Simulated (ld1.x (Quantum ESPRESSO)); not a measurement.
Configuration tests for Sn (Z = 50) (TM)

```
Element                 : tin
Generator               : ld1.x (Quantum ESPRESSO) 7.5
Type                    : norm-conserving Troullier–Martins (Kleinman–Bylander form)
Functional              : LDA (PZ)
Relativity              : non-relativistic
Frozen core             : [Kr] 4d10
Valence charge          : 4
Reference configuration : 5s2 5p2
Partial waves           : 5s (bound): rc 1.50 bohr; 5p (bound): rc 2.70 bohr
Local potential         : the p channel
Core correction         : a·sin(br)/r model core inside 0.80 bohr
```

Energies are relative to the spin-unpolarised reference configuration 5s2 5p2; without spin polarisation the order of configurations can differ from experiment. Spin-polarised rows fill each open shell by Hund’s rule, majority spin first.

```json
{"valence configuration": "5s2 5p0", "charge": "+2", "ΔE all-electron (eV)": "21.405", "error AE − PS (meV)": "-26"}
{"valence configuration": "5s2 5p1.5", "charge": "+0.5", "ΔE all-electron (eV)": "2.746", "error AE − PS (meV)": "-0.3"}
{"valence configuration": "5s2 5p2.3", "charge": "-0.3", "ΔE all-electron (eV)": "-0.919", "error AE − PS (meV)": "0.0"}
{"valence configuration": "5s1 5p2", "charge": "+1", "ΔE all-electron (eV)": "13.948", "error AE − PS (meV)": "-27"}
{"valence configuration": "5s1 5p3", "charge": "0", "ΔE all-electron (eV)": "6.218", "error AE − PS (meV)": "-17"}
{"valence configuration": "5s2 5p2 (spin-polarised)", "charge": "0", "ΔE all-electron (eV)": "-0.470", "error AE − PS (meV)": "-2.0"}
{"valence configuration": "5s2 5p1 (spin-polarised)", "charge": "+1", "ΔE all-electron (eV)": "6.996", "error AE − PS (meV)": "-3.8"}
```

Q: What are ΔE and the potential's error for 5s1 5p0?

A: ΔE = 51.629 eV all-electron; the error (AE − PS) is -207 meV.

Q: What are ΔE and the potential's error for 5s2 5p1?

A: ΔE = 7.147 eV all-electron; the error (AE − PS) is -2.6 meV.

Levels in the configuration 5s1 5p0:

```json
{"level": "5s", "all-electron (eV)": "-35.048", "pseudo (eV)": "-35.394"}
```
